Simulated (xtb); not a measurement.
xtb input for C3F3, SMILES [C]#CC(F)(F)F (connectivity only; charge and spin as stated), charge +1, multiplicity 1, GFN2-xTB. 

```
$ xtb mol.xyz --gfn 2 --sp --chrg 1 --uhf 0 --json
$ cat mol.xyz
6

C     -0.00000000    -0.00000000     2.40164929
C      0.00000000     0.00000000     1.22887438
C      0.00000001     0.00000000    -0.37893440
F      1.07836015     0.62259152    -0.72257539
F     -0.00000000    -1.24518306    -0.72257539
F     -1.07836015     0.62259153    -0.72257539
```

Log of the run:

```
[banner left out]
          |                Calculation Setup                |
           -------------------------------------------------



           -------------------------------------------------
          |                 G F N 2 - x T B                 |
           -------------------------------------------------

        Reference                      10.1021/acs.jctc.8b01176
      * Hamiltonian:
        H0-scaling (s, p, d)           1.850000    2.230000    2.230000
        zeta-weighting                 0.500000
      * Dispersion:
        s8                             2.700000
        a1                             0.520000
        a2                             5.000000
        s9                             5.000000
      * Repulsion:
        kExp                           1.500000    1.000000
        rExp                           1.000000
      * Coulomb:
        alpha                          2.000000
        third order                    shell-resolved
        anisotropic                    true
        a3                             3.000000
        a5                             4.000000
        cn-shift                       1.200000
        cn-exp                         4.000000
        max-rad                        5.000000


          ...................................................
          :                      SETUP                      :
          :.................................................:
          :  # basis functions                  24          :
          :  # atomic orbitals                  24          :
          :  # shells                           12          :
          :  # electrons                        32          :
          :  max. iterations                   250          :
          :  Hamiltonian                  GFN2-xTB          :
          :  restarted?                      false          :
          :  GBSA solvation                  false          :
          :  PC potential                    false          :
          :  electronic temp.          300.0000000     K    :
          :  accuracy                    1.0000000          :
          :  -> integral cutoff          0.2500000E+02      :
          :  -> integral neglect         0.1000000E-07      :
          :  -> SCF convergence          0.1000000E-05 Eh   :
          :  -> wf. convergence          0.1000000E-03 e    :
          :  Broyden damping             0.4000000          :
          :  net charge                          1          :
          :  unpaired electrons                  0          :
          ...................................................

 iter      E             dE          RMSdq      gap      omega  full diag
   1    -19.9549042 -0.199549E+02  0.853E+00    2.14       0.0  T
   2    -19.9311094  0.237948E-01  0.538E+00    1.78       1.0  T
   3    -19.5818938  0.349216E+00  0.693E+00    2.79       1.0  T
   4    -19.9961353 -0.414241E+00  0.158E+00    1.88       1.0  T
   5    -20.0022878 -0.615251E-02  0.378E-01    1.96       1.0  T
   6    -20.0024589 -0.171109E-03  0.235E-01    1.96       1.0  T
   7    -20.0022306  0.228320E-03  0.188E-01    1.95       1.0  T
   8    -20.0024715 -0.240939E-03  0.320E-02    1.97       1.3  T
   9    -20.0024737 -0.215980E-05  0.203E-02    1.97       2.0  T
  10    -20.0024768 -0.317519E-05  0.113E-03    1.97      36.2  T
  11    -20.0024768 -0.233077E-08  0.746E-04    1.97      54.7  T
  12    -20.0024768 -0.485259E-08  0.517E-06    1.97    7900.6  T

   *** convergence criteria satisfied after 12 iterations ***

         #    Occupation            Energy/Eh            Energy/eV
      -------------------------------------------------------------
         1        2.0000           -1.1836044             -32.2075
       ...           ...                  ...                  ...
        10        2.0000           -0.8408398             -22.8804
        11        2.0000           -0.8285673             -22.5465
        12        2.0000           -0.8285673             -22.5465
        13        2.0000           -0.8260149             -22.4770
        14        2.0000           -0.8139169             -22.1478
        15        2.0000           -0.8137236             -22.1425
        16        2.0000           -0.8137236             -22.1425 (HOMO)
        17                         -0.7414952             -20.1771 (LUMO)
        18                         -0.5355046             -14.5718
        19                         -0.5355046             -14.5718
        20                         -0.3620379              -9.8516
        21                         -0.1530387              -4.1644
       ...                                ...                  ...
        24                          0.9040077              24.5993
      -------------------------------------------------------------
                  HL-Gap            0.0722284 Eh            1.9654 eV
             Fermi-level           -0.7776094 Eh          -21.1598 eV

 SCC (total)                   0 d,  0 h,  0 min,  0.004 sec
 SCC setup                      ...        0 min,  0.000 sec (  1.795%)
 Dispersion                     ...        0 min,  0.000 sec (  0.683%)
 classical contributions        ...        0 min,  0.000 sec (  0.348%)
 integral evaluation            ...        0 min,  0.001 sec ( 15.338%)
 iterations                     ...        0 min,  0.002 sec ( 51.934%)
 molecular gradient             ...        0 min,  0.001 sec ( 27.118%)
 printout                       ...        0 min,  0.000 sec (  2.366%)

         :::::::::::::::::::::::::::::::::::::::::::::::::::::
         ::                     SUMMARY                     ::
         :::::::::::::::::::::::::::::::::::::::::::::::::::::
         :: total energy             -19.814565116739 Eh    ::
         :: gradient norm              0.000190447200 Eh/a0 ::
         :: HOMO-LUMO gap              1.965434633408 eV    ::
         ::.................................................::
         :: SCC energy               -20.002476443898 Eh    ::
         :: -> isotropic ES            0.198272125550 Eh    ::
         :: -> anisotropic ES          0.007535080733 Eh    ::
         :: -> anisotropic XC         -0.020535784929 Eh    ::
         :: -> dispersion             -0.002511984678 Eh    ::
         :: repulsion energy           0.187911327159 Eh    ::
         :: add. restraining           0.000000000000 Eh    ::
         :: total charge               1.000000000000 e     ::
         :::::::::::::::::::::::::::::::::::::::::::::::::::::

           -------------------------------------------------
          |                Property Printout                |
           -------------------------------------------------

    * Orbital Energies and Occupations

         #    Occupation            Energy/Eh            Energy/eV
      -------------------------------------------------------------
         1        2.0000           -1.1836044             -32.2075
       ...           ...                  ...                  ...
         4        2.0000           -1.0036245             -27.3100
         5        2.0000           -0.9700261             -26.3958
         6        2.0000           -0.9424437             -25.6452
         7        2.0000           -0.9188893             -25.0043
         8        2.0000           -0.9188893             -25.0043
         9        2.0000           -0.8408398             -22.8804
        10        2.0000           -0.8408398             -22.8804
        11        2.0000           -0.8285673             -22.5465
        12        2.0000           -0.8285673             -22.5465
        13        2.0000           -0.8260149             -22.4770
Note: The following floating-point exceptions are signalling: IEEE_DENORMAL
normal termination of xtb
        14        2.0000           -0.8139169             -22.1478
        15        2.0000           -0.8137236             -22.1425
        16        2.0000           -0.8137236             -22.1425 (HOMO)
        17                         -0.7414952             -20.1771 (LUMO)
        18                         -0.5355046             -14.5718
        19                         -0.5355046             -14.5718
        20                         -0.3620379              -9.8516
        21                         -0.1530387              -4.1644
        22                         -0.0745289              -2.0280
        23                         -0.0745289              -2.0280
        24                          0.9040077              24.5993
      -------------------------------------------------------------
                  HL-Gap            0.0722284 Eh            1.9654 eV
             Fermi-level           -0.7776094 Eh          -21.1598 eV

     #   Z          covCN         q      C6AA      α(0)
     1   6 C        0.981     0.325    27.528     8.813
     2   6 C        1.953     0.099    28.627     8.640
     3   6 C        3.317     0.572    16.440     6.461
     4   9 F        0.793     0.001     9.350     3.612
     5   9 F        0.793     0.001     9.350     3.612
     6   9 F        0.793     0.001     9.350     3.612

 Mol. C6AA /au·bohr⁶  :        556.603597
 Mol. C8AA /au·bohr⁸  :      13382.544147
 Mol. α(0) /au        :         34.750470


Wiberg/Mayer (AO) data.
largest (>0.10) Wiberg bond orders for each atom

 ---------------------------------------------------------------------------
     #   Z sym  total        # sym  WBO       # sym  WBO       # sym  WBO
 ---------------------------------------------------------------------------
     1   6 C    3.702 --     2 C    3.218     5 F    0.145     6 F    0.145
                             4 F    0.145
     2   6 C    3.926 --     1 C    3.218     3 C    0.652
     3   6 C    3.894 --     4 F    1.064     6 F    1.064     5 F    1.064
                             2 C    0.652
     4   9 F    1.375 --     3 C    1.064     1 C    0.145
     5   9 F    1.375 --     3 C    1.064     1 C    0.145
     6   9 F    1.375 --     3 C    1.064     1 C    0.145
 ---------------------------------------------------------------------------

Topologies differ in total number of bonds
Writing topology from bond orders to xtbtopo.mol

molecular dipole:
                 x           y           z       tot (Debye)
 q only:        0.000       0.000       1.290
   full:        0.000       0.000       1.795       4.563
molecular quadrupole (traceless):
                xx          xy          yy          xz          yz          zz
 q only:       -3.761       0.000      -3.761      -0.000      -0.000       7.522
  q+dip:       -7.499       0.000      -7.499      -0.000      -0.000      14.997
   full:       -6.694       0.000      -6.694      -0.000      -0.000      13.387


           -------------------------------------------------
          | TOTAL ENERGY              -19.814565116739 Eh   |
          | GRADIENT NORM               0.000190447200 Eh/α |
          | HOMO-LUMO GAP               1.965434633408 eV   |
           -------------------------------------------------

------------------------------------------------------------------------
------------------------------------------------------------------------
 total:
 SCF:
```

The run converged.
